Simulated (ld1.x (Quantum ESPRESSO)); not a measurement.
# boron (B), TM: configuration errors across variants

| Item | Value |
| --- | --- |
| Element | boron (B) |
| Generator | ld1.x (Quantum ESPRESSO) 7.5 |
| Type | norm-conserving Troullier–Martins (Kleinman–Bylander form) |
| Functional | PBE |
| Relativity | scalar-relativistic |
| Frozen core | [He] |
| Valence charge | 3 |
| Reference configuration | 2s2 2p1 |
| Partial waves | 2s (bound): rc 1.05 bohr; 2p (bound): rc 2.20 bohr; 3d channel at 0.15 Ry: rc 2.00 bohr |
| Local potential | all-electron potential smoothed inside 1.00 bohr (lloc = -2) |
| Core correction | a·sin(br)/r model core inside 0.85 bohr |

All-electron excitation energies from the reference (eV): (1) 2s2 2p0 8.220; (2) 2s1 2p0 33.642; (3) 2s2 2p0.5 2.887; (4) 2s1 2p2 5.851; (5) 2s2 2p1.3 -0.738; (6) 2s1 2p1 14.361; (7) 2s0 2p3 11.721.

3 further variants failed, have other tests or another functional or relativity, and are left out.

Errors AE − PS in meV (a dash: test not solved or not reliable):

| change | (1) | (2) | (3) | (4) | (5) | (6) | (7) | bound ghosts |
| --- | --- | --- | --- | --- | --- | --- | --- | --- |
| base | +33 | +141 | +4.1 | +0.1 | +0.3 | -8.6 | +0.4 | none |
| core correction a·sin(br)/r model core inside 1.28 bohr | +35 | +126 | +4.5 | +5.5 | +0.4 | -12 | +22 | none |
| wave 3d channel at 0.15 Ry: rc 2.00 bohr becomes 3d channel at 0.15 Ry: rc 2.26 bohr | +33 | +141 | +4.1 | +0.1 | +0.3 | -8.6 | +0.4 | none |
| local potential all-electron potential smoothed inside 1.70 bohr (lloc = -2) | +31 | +131 | +3.7 | +0.1 | +0.3 | -11 | +0.2 | none |
| wave 3d channel at 0.15 Ry: rc 2.00 bohr becomes 3d channel at 3.92 Ry: rc 2.00 bohr | +33 | +141 | +4.1 | +0.1 | +0.3 | -8.6 | +0.4 | none |

Question: Give the same row for: wave 2p (bound): rc 2.20 bohr becomes 2p (bound): rc 1.90 bohr.

Answer: +23, +108, +2.8, +4.8, +0.3, -0.2, +20; bound ghosts: none.
